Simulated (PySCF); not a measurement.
Al2(mu-OMe)2(H)4, C2H10Al2O2, singlet at its GFN2-xTB optimised geometry (Å):

```
16

Al    -0.3360    -1.4131     0.0000
Al    -1.6202     0.3204     1.7081
O     -0.9434     0.3207     0.0000
C     -0.8181     1.3585    -0.9579
H      0.0839     1.1999    -1.5522
H     -1.6847     1.3666    -1.6207
H     -0.7510     2.3209    -0.4469
H      1.2074    -1.4131     0.0000
H     -1.2074    -2.3209    -0.8938
O     -1.0124    -1.4135     1.7084
C     -1.1368    -2.4510     2.6666
H     -2.0371    -2.2913     3.2631
H     -1.2063    -3.4134     2.1559
H     -0.2686    -2.4602     3.3273
H     -0.7490     1.2281     2.6022
H     -3.1636     0.3205     1.7075
```

Calculation: CAM-B3LYP/def2-TZVP (PySCF 2.14.0). Cells within 0.4 Å of a nucleus heavier than hydrogen are left out (blank, or x).

Map of the deformation density (molecule minus spherical neutral atoms) (e/bohr³) on the plane z = 0.0 Å:

```
|1111111111111111111111111111111|
|1111111111111111111111111111111|
|1111111111111111111111111111111|
|1111111111111111111111111111111|
|1111111111111111111111111111111|
|1111111111100001111111111111111|
|1111111111000000111111111111111|
|1111111110000000111111111111111|
|1111111110011110011111111111111|
|1111111100001100011111111111111|
|1111111000000000011111111111111|
|1111111000000000001111111111111|
|1111111000111100001111111111111|
|11111111112xx421011111111111111|
|11111111125xxx31111111111111111|
|111111111248x841111111111111111|
|1111111111245521011111111111111|
|1111111100112210012111111111111|
|1111111100000100133311111111111|
|1111111100000xxx257621111111111|
|1111111110000xxx358921111111111|
|11111111111110x1245421111111111|
|1111111111122100122211111111111|
|1111111111121100011111111111111|
|1111111111111100011111111111111|
|1111111111111110011111111111111|
|1111111111111111111111111111111|
|1111111111111111111111111111111|
|1111111111111111111111111111111|
|1111111111111111111111111111111|
|1111111111111111111111111111111|
```
Scale: ten equal steps from -0.013 (start of '0') to 0.082 (end of '9'), in the order '0123456789'; x runs from -4.50 to 4.50, y from -4.50 (bottom) to 4.50 (top).
